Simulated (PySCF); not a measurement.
Species: WS2Cl2 (singlet state).
Bonds: W1–S2, W1–S3, W1–Cl4, W1–Cl5.

Method: PBE0-D3(BJ)/def2-SVP geometry optimisation, gas phase, def2 core potentials past Kr in PySCF; density fitting, grid level 1; the optimiser is geomeTRIC in internal coordinates, started from a GFN2-xTB structure with every atom displaced at random (about 0.03 Å).

Step 0: E = -48516.8804 eV
```
atom  x, y, z in Å  |  force x, y, z in eV/Å
W1      0.0185   -0.0766   -0.0173   -0.387   1.635   2.191
S2      0.0287   -0.0302    2.1370    0.096  -0.157  -0.903
S3      1.9691    0.0037   -0.7160    1.470  -0.210  -0.405
Cl4    -0.9213    1.8246   -0.7082   -0.322   0.461  -0.188
Cl5    -1.0202   -1.8320   -0.7576   -0.857  -1.729  -0.696
```

Question: Estimate the geometry and energy of step 1. (The exact step hangs on the optimiser's Hessian estimate; all steps are aligned on step 0, rigid shifts and turns removed.)

Answer: E = -48517.0390 eV, largest force 0.563 eV/Å
```
atom  x, y, z in Å  |  force x, y, z in eV/Å
W1      0.0059   -0.0313   -0.0038    0.281   0.019  -0.487
S2      0.0520   -0.0372    2.1073   -0.009  -0.039   0.100
S3      2.0225   -0.0300   -0.6908   -0.499  -0.039   0.192
Cl4    -0.9684    1.8880   -0.7086    0.075  -0.120   0.079
Cl5    -1.0371   -1.9000   -0.7661    0.151   0.179   0.115
```

The energy changes by -0.1586 eV. The first-order estimate −F·Δx gives -0.3966 eV and the mean of the old and new forces, exact on a quadratic surface, -0.1685 eV. The step makes an angle of 44° with the force vector and moves no atom by more than 0.079 Å.

The cost below is that of the whole optimisation. On an Arm Neoverse V1 with one thread, no GPU, shared host, this took 71 s wall and 0.40 GiB of memory at its peak.
